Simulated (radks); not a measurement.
Isoelectronic series with 30 electrons, all held in the configuration [Ar] 3d10 4s2, which need not be the ground one along the series. Calculated with a radial shooting solver on a logarithmic mesh with Libxc functionals: scalar-relativistic Kohn-Sham, r2SCAN, spin-polarised, spherical densities, finite nucleus; meta-GGA in the generalised Kohn-Sham scheme; Fermi nuclear charge, rms radius of each element as measured or else 0.836 A^(1/3) + 0.57 fm. Total energies (hartree) and mean radii <r> (bohr):

| ion | E (hartree) | 4s | 3d | 3p | 3s |
|---|---|---|---|---|---|
| As3+ | -2259.14789 | 1.745 | 0.6711 | 0.6160 | 0.5970 |
| Se4+ | -2426.50799 | 1.592 | 0.6229 | 0.5878 | 0.5724 |
| Br5+ | -2600.41213 | 1.469 | 0.5823 | 0.5618 | 0.5494 |
| Kr6+ | -2780.87344 | 1.366 | 0.5474 | 0.5377 | 0.5279 |
| Rb7+ | -2967.90916 | 1.278 | 0.5170 | 0.5154 | 0.5078 |
| Sr8+ | -3161.53914 | 1.202 | 0.4901 | 0.4948 | 0.4891 |
| Zr10+ | -3568.67353 | 1.077 | 0.4446 | 0.4579 | 0.4550 |
| Nb11+ | -3782.22794 | 1.024 | 0.4251 | 0.4413 | 0.4396 |
| Mo12+ | -4002.47663 | 0.9770 | 0.4074 | 0.4259 | 0.4251 |
| Tc13+ | -4229.45189 | 0.9340 | 0.3912 | 0.4115 | 0.4114 |
| Ru14+ | -4463.18076 | 0.8948 | 0.3762 | 0.3980 | 0.3985 |
| Rh15+ | -4703.69924 | 0.8588 | 0.3625 | 0.3853 | 0.3864 |
| Pd16+ | -4951.03868 | 0.8258 | 0.3497 | 0.3733 | 0.3749 |
| Ag17+ | -5205.23612 | 0.7952 | 0.3378 | 0.3621 | 0.3640 |
| Cd18+ | -5466.32487 | 0.7668 | 0.3268 | 0.3515 | 0.3537 |
| In19+ | -5734.34821 | 0.7405 | 0.3164 | 0.3415 | 0.3439 |
| Sn20+ | -6009.34127 | 0.7158 | 0.3068 | 0.3320 | 0.3346 |
| Sb21+ | -6291.34710 | 0.6928 | 0.2977 | 0.3230 | 0.3258 |
| Te22+ | -6580.40500 | 0.6712 | 0.2891 | 0.3144 | 0.3173 |
| I23+ | -6876.56600 | 0.6509 | 0.2810 | 0.3063 | 0.3093 |
| Xe24+ | -7179.86890 | 0.6317 | 0.2734 | 0.2986 | 0.3016 |
